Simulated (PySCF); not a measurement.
**Circular dichroism: `[C@@H]1(F)C(C=C)=C[C@H]1C`, C7H9F**

Geometry:
```csv
atom,x (Å),y (Å),z (Å)
C1,2.995,-0.215,-0.062
C2,1.909,-0.859,-0.479
C3,0.574,-0.376,-0.267
C4,-0.661,-0.794,-0.591
C5,-1.364,0.398,0.008
C6,-2.376,0.130,1.110
C7,0.055,0.854,0.449
F8,0.459,2.069,-0.048
H9,3.986,-0.597,-0.238
H10,2.924,0.724,0.462
H11,1.987,-1.797,-1.014
H12,-1.046,-1.667,-1.083
H13,-1.783,1.075,-0.740
H14,-1.949,-0.527,1.865
H15,-3.260,-0.350,0.696
H16,-2.677,1.061,1.585
H17,0.221,0.884,1.530
```

Level of theory: TDDFT PBE0/def2-SVPD circular dichroism and optical rotation, one conformer, gas phase (PySCF 2.14.0). Geometry: GFN2-xTB.

The molecule is flexible and this is one conformer; a measurement averages over conformers. States above about 6.8 eV lie in this functional's continuum (it starts at minus the energy of the highest occupied orbital, well below the true ionisation energy for most functionals) and depend on the basis.

Problem. What are the CIP labels of the stereocentres?

Solution. C5 R, C7 S.

Problem. Which excitations and rotatory strengths does the calculation give?

Solution. Rotatory strengths R in 10⁻⁴⁰ esu² cm², velocity form and length form (origin at the centre of mass); f in length form.
```csv
state,E (eV),λ (nm),f,R (velocity),R (length),main
1,5.52,224,0.596,-20.6,-22.1,HOMO→LUMO 0.96
2,6.11,203,0.002,+2.0,+2.0,"HOMO−1→LUMO 0.88, HOMO−2→LUMO 0.10"
3,6.42,193,0.003,-11.7,-11.8,"HOMO−2→LUMO 0.86, HOMO−1→LUMO 0.09"
4,6.65,186,0.016,-28.9,-27.2,HOMO→LUMO+1 0.84
5,6.81,182,0.010,+13.1,+14.7,"HOMO→LUMO+2 0.73, HOMO→LUMO+3 0.14"
6,7.05,176,0.018,-0.1,-0.7,"HOMO→LUMO+3 0.71, HOMO→LUMO+2 0.16"
7,7.27,171,0.010,+0.2,+0.3,"HOMO−4→LUMO 0.62, HOMO→LUMO+4 0.15"
8,7.30,170,0.010,+0.3,+0.1,"HOMO→LUMO+4 0.40, HOMO−4→LUMO 0.30"
9,7.63,163,0.040,+34.0,+31.2,"HOMO−3→LUMO 0.33, HOMO→LUMO+4 0.31"
10,7.71,161,0.010,-18.6,-17.5,"HOMO→LUMO+5 0.77, HOMO−3→LUMO 0.10"
11,7.92,157,0.008,-7.8,-7.5,HOMO→LUMO+6 0.83
12,8.02,155,0.001,-14.0,-14.1,"HOMO−5→LUMO 0.45, HOMO−6→LUMO 0.25"
13,8.12,153,0.001,-0.6,-0.7,HOMO→LUMO+7 0.90
14,8.30,149,0.001,+4.3,+4.3,"HOMO−1→LUMO+1 0.49, HOMO−1→LUMO+2 0.24"
15,8.47,146,0.007,+28.6,+29.2,"HOMO→LUMO+8 0.66, HOMO−6→LUMO 0.17"
16,8.51,146,0.013,+20.0,+20.0,"HOMO−2→LUMO+1 0.38, HOMO−2→LUMO+2 0.14"
```

Among the states computed, the strongest CD band (largest |R|) is state 9. The largest dissymmetry factor in size, g = 4R/(D+G), with D and G the electric and magnetic dipole strengths, is -0.12 for state 12 (velocity form, f = 0.001), among bands with |R| over 0.5. The mirror image has the same energies and oscillator strengths and all R with the opposite sign.
